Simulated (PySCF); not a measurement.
CH₃Cl₃Si, triplet, at the geometry of the source list (a higher spin typed on purpose: for a closed-shell molecule this is an excited state); WB97X/6-31G in PySCF.

The PySCF input:
```python
from pyscf import gto, scf, dft

mol = gto.M(
    atom='''
C    -1.041700   -0.203000    0.036200
Si    0.821900    0.160200   -0.028600
Cl    1.705400   -1.001400   -1.429200
Cl    1.132700    2.103300   -0.496700
Cl    1.665100   -0.224300    1.769400
H    -1.231600   -1.243000    0.286500
H    -1.536700    0.411100    0.783300
H    -1.515200   -0.002900   -0.920900
''',
    basis='6-31g',
    charge=0,
    spin=2,
    verbose=4,
)

mf = dft.UKS(mol)
mf.xc = 'wb97x'
mf.grids.level = 2
mf.kernel()
```

Problem. Predict the main parts of the log of this PySCF run.

Solution. 
```
PySCF version 2.14.0

[INPUT] verbose = 4
[INPUT] num. atoms = 8
[INPUT] num. electrons = 74
[INPUT] charge = 0
[INPUT] spin (= nelec alpha-beta = 2S) = 2
[INPUT] symmetry False subgroup None
[INPUT] Mole.unit = angstrom
[INPUT] Symbol           X                Y                Z      unit          X                Y                Z       unit  Magmom
[INPUT]  1 C     -1.041700000000  -0.203000000000   0.036200000000 AA   -1.968527703959  -0.383614403287   0.068408085709 Bohr   0.0
[INPUT]  2 Si     0.821900000000   0.160200000000  -0.028600000000 AA    1.553165901780   0.302734125155  -0.054046167163 Bohr   0.0
[INPUT]  3 Cl     1.705400000000  -1.001400000000  -1.429200000000 AA    3.222738932833  -1.892371741139  -2.700796577228 Bohr   0.0
[INPUT]  4 Cl     1.132700000000   2.103300000000  -0.496700000000 AA    2.140492781295   3.974660957798  -0.938626966071 Bohr   0.0
[INPUT]  5 Cl     1.665100000000  -0.224300000000   1.769400000000 AA    3.146582970013  -0.423865569740   3.343681404805 Bohr   0.0
[INPUT]  6 H     -1.231600000000  -1.243000000000   0.286500000000 AA   -2.327386695014  -2.348929572834   0.541406534688 Bohr   0.0
[INPUT]  7 H     -1.536700000000   0.411100000000   0.783300000000 AA   -2.903942135619   0.776866409809   1.480222473372 Bohr   0.0
[INPUT]  8 H     -1.515200000000  -0.002900000000  -0.920900000000 AA   -2.863313023941  -0.005480205761  -1.740248788112 Bohr   0.0

nuclear repulsion = 440.776871348786
number of shells = 39
number of NR pGTOs = 218
number of NR cGTOs = 67
basis = 6-31g
ecp = {}

******** <class 'pyscf.dft.uks.UKS'> ********
method = UKS
initial guess = minao
damping factor = 0
level_shift factor = 0
DIIS = <class 'pyscf.scf.diis.CDIIS'>
diis_start_cycle = 1
diis_space = 8
diis_damp = 0
SCF conv_tol = 1e-09
SCF conv_tol_grad = None
SCF max_cycles = 50
direct_scf = True
direct_scf_tol = 1e-13
number electrons alpha = 38  beta = 36
XC library pyscf.dft.libxc version 7.1.2
    S. Lehtola, C. Steigemann, M. J. T. Oliveira, and M. A. L. Marques,  SoftwareX 7, 1–5 (2018)
XC functionals = wb97x
    J.-D. Chai and M. Head-Gordon,  J. Chem. Phys. 128, 084106 (2008)
radial grids:
    Treutler-Ahlrichs [JCP 102, 346 (1995); DOI:10.1063/1.469408] (M4) radial grids

becke partition: Becke, JCP 88, 2547 (1988); DOI:10.1063/1.454033
pruning grids: <function nwchem_prune>
grids dens level: 2
symmetrized grids: False
atomic radii adjust function: <function treutler_atomic_radii_adjust>
small_rho_cutoff = 0
Set gradient conv threshold to 3.16228e-05
tot grids = 74488
init E= -1710.60754977217

cycle= 1 E= -1709.53339368842  delta_E= 1.07  |g|= 0.331  |ddm|= 5.55

cycle= 2 E= -1709.5865826537  delta_E= -0.0532  |g|= 0.286  |ddm|= 1.86

cycle= 3 E= -1709.63745601612  delta_E= -0.0509  |g|= 0.0306  |ddm|= 0.536

cycle= 4 E= -1709.63864293329  delta_E= -0.00119  |g|= 0.0166  |ddm|= 0.157

cycle= 5 E= -1709.63918379181  delta_E= -0.000541  |g|= 0.00683  |ddm|= 0.152

cycle= 6 E= -1709.63947959902  delta_E= -0.000296  |g|= 0.0042  |ddm|= 0.151

cycle= 7 E= -1709.63961567905  delta_E= -0.000136  |g|= 0.00267  |ddm|= 0.102

cycle= 8 E= -1709.63970036872  delta_E= -8.47e-05  |g|= 0.00104  |ddm|= 0.124

cycle= 9 E= -1709.63971346441  delta_E= -1.31e-05  |g|= 0.000225  |ddm|= 0.0674

cycle= 10 E= -1709.63971372459  delta_E= -2.6e-07  |g|= 7.02e-05  |ddm|= 0.00895

cycle= 11 E= -1709.63971374472  delta_E= -2.01e-08  |g|= 3.43e-05  |ddm|= 0.00216

cycle= 12 E= -1709.63971374718  delta_E= -2.46e-09  |g|= 1.56e-05  |ddm|= 0.000505

cycle= 13 E= -1709.63971374813  delta_E= -9.48e-10  |g|= 8.17e-06  |ddm|= 0.000296

Extra cycle  E= -1709.63971374852  delta_E= -3.88e-10  |g|= 7.04e-06  |ddm|= 9.7e-05
converged SCF energy = -1709.63971374852  <S^2> = 2.0108122  2S+1 = 3.0071995
```
